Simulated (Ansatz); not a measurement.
Computed with Ansatz on PBE0-D4/def2-TZVP structures; ΔE is electronic, products minus reactants. CBS: MP2 limit from def2 TZ/QZ plus the TZ coupled-cluster correction, frozen cores. This one scheme is used for every species. DFT in def2-TZVPP. B3LYP here is the variant with VWN-RPA as its local correlation; programs differ in this. For Ge outer-core shells are correlated without core-valence functions, which leaves a few kJ/mol of doubt a bond. Scalar relativity is left out up to krypton. One conformer a species, not always the lowest.

Reaction (formal exchange of groups at a Ge–S bond): `[SH][GeH]1[CH2][NH]1` + SiH₄ → `[SiH3][GeH]1[CH2][NH]1` + H₂S

`[SH][GeH]1[CH2][NH]1`:

Z-matrix (Å, degrees):
```
Ge
C 1 1.912
N 1 1.860 2 46.5
S 1 2.203 2 124.6 3 -90.6
H 1 1.525 2 121.8 3 103.0
H 2 1.087 1 120.4 3 104.3
H 2 1.089 1 118.0 3 -110.0
H 3 1.013 1 117.7 2 105.4
H 4 1.344 1 91.6 2 35.4
```

SiH₄:

Z-matrix (Å, degrees):
```
Si
H 1 1.485
H 1 1.485 2 109.5
H 1 1.485 2 109.5 3 -120.0
H 1 1.485 2 109.5 3 120.0
```

`[SiH3][GeH]1[CH2][NH]1`:

Z-matrix (Å, degrees):
```
Si
Ge 1 2.352
H 1 1.486 2 111.2
H 1 1.487 2 106.4 3 -119.2
H 1 1.486 2 111.7 3 121.6
C 2 1.933 1 117.0 3 105.7
N 2 1.899 1 114.7 3 155.8
H 2 1.529 1 123.0 3 -64.7
H 6 1.088 2 117.7 1 -12.8
H 6 1.086 2 118.1 1 -155.3
H 7 1.014 2 112.9 1 0.8
```

H₂S:

Cartesian coordinates in Å:
```
S 0.221 0.250 0.522
H -0.601 -0.777 0.258
H 0.380 0.527 -0.780
```

```
             level  ΔE (kJ/mol)  difference from CCSD(T)/CBS
            PBE-D4         10.4                         -5.0
         r2SCAN-D4         15.5                          0.1
           PBE0-D4         14.0                         -1.4
          B3LYP-D4         17.9                          2.5
           ωB97M-V         20.6                          5.2
            B2PLYP         20.5                          5.1
               PBE         10.9                         -4.5
            r2SCAN         15.7                          0.3
             B3LYP         18.6                          3.2
     HF/def2-TZVPP         35.4                         20.0
CCSD(T)/def2-TZVPP         18.2                          2.8
     HF/def2-QZVPP         35.4                         20.0
    MP2/def2-QZVPP         20.0                          4.6
SCS-MP2/def2-QZVPP         23.0                          7.6
      HF/CBS(def2)         35.4                         20.0
    CCSD/CBS(def2)         16.6                          1.2
       CCSD(T)/CBS         15.4                            0
```

Largest T1 diagnostic among the species: 0.013.

From PBE to PBE0 (25 % exact exchange), in def2-TZVPP and without D4, ΔE moves by +3.7 kJ/mol. In def2-TZVPP, CCSD(T) changes the Hartree–Fock value by −17.2 kJ/mol (the triples alone add −1.3 kJ/mol) and MP2 by −13.8 kJ/mol.
